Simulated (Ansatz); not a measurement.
H4OSiSnZn. The species carries charge 0 and has multiplicity 1. Sn takes the def2 core potential.

Z-matrix (Å, degrees):
```
Sn
Zn 1 2.850
O 1 1.992 2 40.1
Si 1 2.622 2 51.2 3 180.0
H 1 1.710 2 122.7 3 -80.1
H 1 1.710 2 122.7 3 80.1
H 4 1.487 1 116.8 2 113.7
H 4 1.487 1 116.8 2 -113.7
```

**Question.** List the harmonic frequencies (cm⁻¹, unscaled) at PBE0-D4/def2-TZVP in Ansatz. (An estimate is asked.)

**Answer.** The calculation gave: 120, 182, 240, 291, 346, 390, 459, 494, 552, 570, 597, 649, 696, 909, 1919, 1923, 2208, 2229.

**Question.** Is this a minimum?

**Answer.** Yes, all 18 modes are real.

**Question.** Give the ideal-gas thermochemistry at 298.15 K and 1 bar (rigid rotor, harmonic oscillator; point group Cs, symmetry number 1).

**Answer.** Zero-point energy 88.4 kJ/mol; H(298) − E = 109.4 kJ/mol; entropy 358.2 J/(mol·K), of which translation 176.8, rotation 120.1, vibration 61.2; G(298) − E = 2.6 kJ/mol.
